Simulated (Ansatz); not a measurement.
Job for Ansatz (a first-principles code): R-B3LYP/def2-TZVPP on ClFH4OSi2 (SMILES F[SiH](Cl)O[SiH3]).

Ansatz 0.2 input:
```yaml
crystal:
  periodic: [false, false, false]
  atoms:
    - {symbol: Si, position_ang: [1.38038973, -0.67055910, 0.22437790]}
    - {symbol: O, position_ang: [-0.20568208, -0.41920121, 0.24865646]}
    - {symbol: Si, position_ang: [-1.49943776, 0.52403089, -0.15612800]}
    - {symbol: F, position_ang: [1.77976070, -1.42662585, -1.11619826]}
    - {symbol: Cl, position_ang: [2.38433573, 1.11370698, 0.23964336]}
    - {symbol: H, position_ang: [1.79183685, -1.48968244, 1.36174798]}
    - {symbol: H, position_ang: [-2.67801043, -0.02089486, 0.54609159]}
    - {symbol: H, position_ang: [-1.70739196, 0.47322100, -1.61850005]}
    - {symbol: H, position_ang: [-1.24570076, 1.91600460, 0.27040902]}
basis:
  gaussian:
    orbitals: def2-TZVPP
hamiltonian:
  xc: {name: B3LYP}
scf: {lower_state_search: off}
```

The log:

```
WARN ansatz: RAYON_NUM_THREADS=4 ignored (pool sized by the plan → 4); use --threads N
Functional definition: B3LYP
these checks for a lower state are left out or cut short: stability, starts, cluster_reference, orbital_swaps, neighbouring_geometries, increment
integrals: 0.21 GiB planned
1438 factors; their error is unknown
mean field: 1.66 GiB planned
mean field evaluation 1: about -33111.0943 eV, gradient 6.5e1 eV
mean field evaluation 2: about -33096.0628 eV, gradient 1.1e2 eV
mean field evaluation 4: about -33117.3518 eV, gradient 6.5e0 eV
mean field evaluation 8: about -33117.4639 eV, gradient 1.8e-1 eV
mean field evaluation 16: about -33117.4639 eV, gradient 5.3e-6 eV
mean field -33117.46391663 eV, -1217.0443511128 hartree, gradient 5.3e-6 eV, S^2 0.000000; 0 other end points of the search recorded, 0 dependent functions left out
reference -33117.46420767 eV, -1217.0443618085 hartree; 33, 33 occupied and 211, 211 virtual orbitals, 1438 factors
Total energy: -33117.46420767 eV, -1217.0443618085 hartree
Checks for a lower state left out: stability, starts, cluster_reference, orbital_swaps, neighbouring_geometries, increment
```

Self-consistency was reached.

Cost: around 5 core-seconds (rough).
